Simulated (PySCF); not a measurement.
PySCF input file for SeHI, SMILES [SeH]I, IEF-PCM-M06-2X/def2-SVP. Geometry optimised at B3LYP-D3(BJ)/def2-TZVP. The def2 effective core potentials stand for the cores of I; spin–orbit coupling is left out.

```python
import numpy as np
from pyscf import gto, scf, dft
from pyscf.solvent import pcm

mol = gto.M(
    atom='''
    Se    0.04406905    1.52998502    0.00000000
    H    -1.42318813    1.66427637    0.00000000
    I    -0.00141810   -1.01290127    0.00000000
    ''',
    basis='def2-SVP',
    ecp={'I': 'def2-svp'},
    charge=0,
    spin=0,
    max_memory=1600,
    verbose=3,
)
mf = dft.RKS(mol, xc='m06-2x').density_fit(auxbasis='def2-universal-jkfit')
mf.grids.level = 4
mf.conv_tol = 1e-9
mf.max_cycle = 100
mf.kernel()
res = {}
for name, eps in {'water': 78.355, 'dichloromethane': 8.93, 'benzene': 2.2706}.items():
    s = mf.PCM()
    s.with_solvent.method, s.with_solvent.eps, s.with_solvent.lebedev_order = 'IEF-PCM', eps, 29
    s.kernel(mf.make_rdm1())
    res[name] = (s.e_tot, eps, s.dip_moment(), s.mo_energy, s.converged)
    print(f'{name}: electrostatic solvation free energy {(s.e_tot - mf.e_tot) * 627.509474:.3f} kcal/mol')
```

Program output:

```
converged SCF energy = -2699.51231197809

WARN: PCM is an experimental feature. It is still in testing.
Features and APIs may be changed in the future.

converged SCF energy = -2699.51669988894
Dipole moment(X, Y, Z, Debye): -1.18452,  0.70227,  0.00000
water: electrostatic solvation free energy -2.753 kcal/mol

WARN: PCM is an experimental feature. It is still in testing.
Features and APIs may be changed in the future.

converged SCF energy = -2699.51597924565
Dipole moment(X, Y, Z, Debye): -1.11917,  0.66551, -0.00000
dichloromethane: electrostatic solvation free energy -2.301 kcal/mol

WARN: PCM is an experimental feature. It is still in testing.
Features and APIs may be changed in the future.

converged SCF energy = -2699.51418922237
Dipole moment(X, Y, Z, Debye): -0.96873,  0.57076, -0.00000
benzene: electrostatic solvation free energy -1.178 kcal/mol
```

The run converged.

Cost: very roughly 23 core-seconds.
